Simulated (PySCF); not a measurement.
# What a mistake does to a calculation on CFH6Si2

These are calculations, not measurements. The program is PySCF 2.14.0, an open-source quantum chemistry code, run on an isolated molecule that a program drew, which may never have been made. The molecule is CFH6Si2 (charge 0, doublet), drawn as the SMILES string `C[Si](F)[SiH3]`.

Each row is a Hartree-Fock (HF) and frozen-core CCSD(T) single point in the cc-pV(D+d)Z basis, meant for a local HF minimum. Run 1 is clean. Each other run has one planted mistake out of seven kinds, and not every kind appears here: one electron removed, one electron added, multiplicity raised by two, geometry at a saddle point, minimal basis STO-3G, one bond length entered in bohr, all coordinates scaled. The reference is restricted for singlets and unrestricted otherwise, and also for a bond in bohr. Adding or removing an electron swaps singlet and doublet. Electrons count all cores. HOMO and LUMO are orbital energies over both spins, the gradient is its largest component, and the lowest frequency (negative if imaginary) is given only where the gradient is small. Bond lengths are over the 9 bonds as drawn. T1 is the CCSD diagnostic: over 0.02 (restricted) or 0.045 (unrestricted) a single reference is doubtful.

Geometry of the clean run:
```xyz
10
CFH6Si2, angstrom
C    -2.7741   -0.5152   -1.1855
Si   -0.9902   -1.0009   -0.8609
F    -0.5882   -2.1176   -1.9819
Si    0.5620    0.7808   -1.0038
H    -3.0959    0.2538   -0.4777
H    -2.8870   -0.1213   -2.2002
H    -3.4367   -1.3776   -1.0791
H     0.2291    1.7736    0.0472
H     1.9302    0.2666   -0.7660
H     0.5212    1.4549   -2.3254
```

| run | electrons | basis functions | <S^2> | HOMO (eV) | LUMO (eV) | gradient (hartree/bohr) | lowest frequency (cm^-1) | mean bond (Å) | longest bond (Å) | T1 | HF (hartree) | CCSD(T) (hartree) | mistake |
|---|---|---|---|---|---|---|---|---|---|---|---|---|---|
| 1 | 49 | 104 | 0.757 | -8.68 | 1.46 | 3.3e-05 | 96 | 1.5118 | 2.367 | 0.0140 | -718.70284 | -719.28326 | no fault |
| 2 | 49 | 104 | 3.759 | -4.46 | -2.02 | 2.2e-02 | - | 1.5118 | 2.367 | 0.0236 | -718.47668 | -719.05372 | multiplicity raised by two |
| 3 | 49 | 104 | 0.757 | -8.35 | 1.89 | 6.4e-02 | - | 1.4166 | 2.218 | 0.0132 | -718.66172 | -719.23546 | all coordinates scaled |
| 4 | 49 | 34 | 0.752 | -5.62 | 5.93 | 2.8e-02 | - | 1.5118 | 2.367 | 0.0119 | -710.13501 | -710.32337 | minimal basis STO-3G |
| 5 | 49 | 104 | 1.572 | -8.77 | 1.03 | 7.9e-03 | - | 1.6585 | 2.804 | 0.0430 | -718.59238 | -719.16330 | ? |
| 6 | 48 | 104 | 0.000 | -17.12 | -6.60 | 8.1e-02 | - | 1.5118 | 2.367 | 0.0167 | -718.42087 | -719.00212 | ? |

**Which mistake was planted in run 5, and what did it cost?**

The mean bond changes by a factor of 1.097 and the longest by 1.185, so the molecule wasn't scaled as a whole. A length L in bohr read as angstrom grows by (1/0.5292 - 1) L = 0.890 L. The 9 bonds together grew by 9 x 0.1467 = 1.320 Å, which gives L = 1.484 Å. That is the length of one of the H-Si bonds, 1.484 Å in the clean geometry. So the mistake is: one bond length entered in bohr. Subtracting run 1 and multiplying by 627.51 kcal/mol a hartree, the energy moved by 69.3 kcal/mol in HF and 75.3 kcal/mol in CCSD(T).

**Which mistake was planted in run 6, and what did it cost?**

It counts 48 electrons, one fewer than the clean run, at the same geometry and basis. So the mistake is: one electron removed. Subtracting run 1 and multiplying by 627.51 kcal/mol a hartree, the energy moved by 176.9 kcal/mol in HF and 176.4 kcal/mol in CCSD(T).

